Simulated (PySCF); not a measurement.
Isomers of C6H10OSi2. Level of theory: PBE0-D3(BJ)/def2-SVP geometry optimisation, gas phase in PySCF. Energies are electronic, without zero-point or thermal terms, for one conformer each. No frequencies were run at this level. Point groups hold within 0.08 Å.

Question: Rank from lowest to highest electronic energy at this level (kcal/mol).
A. `[OH:1][SiH2:2][c:3]1[cH:4][cH:5][c:6]([SiH3:7])[cH:8][cH:9]1` with H–O1–Si2–C3 180°, O1–Si2–C3–C4 -176°
B. `[CH:1]#[C:2][C@@H:3]1[CH:4]=[CH:5][CH2:6][Si@H:7]1[O:8][SiH3:9]` with C6–Si7–O8–Si9 51°, C2–C3–C4–C5 -101°, C4–C5–C6–Si7 -18°, C5–C6–Si7–O8 -90°, C2–C3–Si7–C6 97°
C. `[CH:1]#[C:2][C@@H:3]1[CH:4]=[CH:5][CH2:6][Si@@H:7]1[O:8][SiH3:9]` with C6–Si7–O8–Si9 -108°, C2–C3–C4–C5 -135°, C4–C5–C6–Si7 12°, C5–C6–Si7–O8 99°, C2–C3–Si7–C6 140°
D. `[SiH3:1][O:2][SiH2:3][c:4]1[cH:5][cH:6][cH:7][cH:8][cH:9]1` with Si1–O2–Si3–C4 129°, O2–Si3–C4–C5 0°

Answer: D (0.0), A (23.0), C (51.9), B (53.2).

As drawn, the lowest has an aromatic ring, which the highest lacks; the highest has a C≡C bond and a C=C bond outside aromatic rings, which the lowest lacks. Neighbours under 2.5 kcal/mol apart (C#C[C@@H]1C=CC[Si@@H]1O[SiH3] and C#C[C@@H]1C=CC[Si@H]1O[SiH3]) can change places with a better method, another conformer or zero-point energy. C#C[C@@H]1C=CC[Si@@H]1O[SiH3] and C#C[C@@H]1C=CC[Si@H]1O[SiH3] are stereoisomers, 1.3 kcal/mol apart in the conformers taken.

```csv
SMILES,E (Eh),E rel (kcal/mol),dipole (D),point group,"A, B, C (MHz)"
[SiH3]O[SiH2]c1ccccc1,-887.94203,0.0,0.70,C1,"2993, 563.4, 483.1"
O[SiH2]c1ccc([SiH3])cc1,-887.90541,23.0,1.64,–,"3900, 510.3, 456.1"
C#C[C@@H]1C=CC[Si@@H]1O[SiH3],-887.85936,51.9,1.05,C1,"1541, 1042, 750.9"
C#C[C@@H]1C=CC[Si@H]1O[SiH3],-887.85723,53.2,1.12,C1,"2063, 770.9, 714.3"
```

Question: How do the relative energies change in single points at PBE0/pcSseg-1 (no added dispersion term) on the same geometries?

Answer: 
| SMILES | PBE0-D3(BJ)/def2-SVP (kcal/mol) | PBE0/pcSseg-1 (kcal/mol) | shift |
| --- | --- | --- | --- |
| [SiH3]O[SiH2]c1ccccc1 | 0.0 | 0.0 | 0.0 |
| O[SiH2]c1ccc([SiH3])cc1 | 23.0 | 23.5 | +0.5 |
| C#C[C@@H]1C=CC[Si@@H]1O[SiH3] | 51.9 | 50.2 | -1.7 |
| C#C[C@@H]1C=CC[Si@H]1O[SiH3] | 53.2 | 51.3 | -1.9 |

Each column counts from its own lowest isomer. The order is unchanged; the largest shift is 1.9 kcal/mol.
